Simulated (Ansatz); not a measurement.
Calculated with Ansatz (gas phase, PBE0-D4/def2-TZVP geometries, no zero-point term in ΔE). CCSD(T)/CBS is the MP2 limit (def2-TZVPP, def2-QZVPP) plus CCSD(T) − MP2 in def2-TZVPP, frozen cores. This one scheme is used for every species. DFT in def2-TZVPP. B3LYP here is the variant with VWN-RPA as its local correlation; programs differ in this. Each species was taken in one conformer, which may not be the lowest.

Consider the β-hydride elimination: `CO[Si](F)(F)F` → `F[SiH](F)F` + `C=O`.

```
             level  ΔE (kJ/mol)
          B3LYP-D4        212.0
              BLYP        176.8
RPA@PBE/def2-TZVPP        198.1
     CCSD/def2-SVP        192.6
```

**Question.** What does CCSD(T)/CBS give? (Best estimate.)

**Answer.** Computed: +219.9 kJ/mol. The listed levels differ from it by -7.9, -43.1, -21.8, -27.3 kJ/mol.

Largest T1 diagnostic among the species: 0.015.

Leaving LDA and LC-ωPBE aside and taking each functional with its dispersion term where it has one, the values, not all of them listed here, spread over 45.8 kJ/mol, from BLYP-D4 to r2SCAN0-D4. LDA lies +53.2 kJ/mol from PBE without D4. From PBE to PBE0 (25 % exact exchange), in def2-TZVPP and without D4, ΔE moves by +19.8 kJ/mol. At CCSD(T), def2-SVP lies −31.6 kJ/mol from the extrapolated value and def2-TZVPP −6.0 kJ/mol.
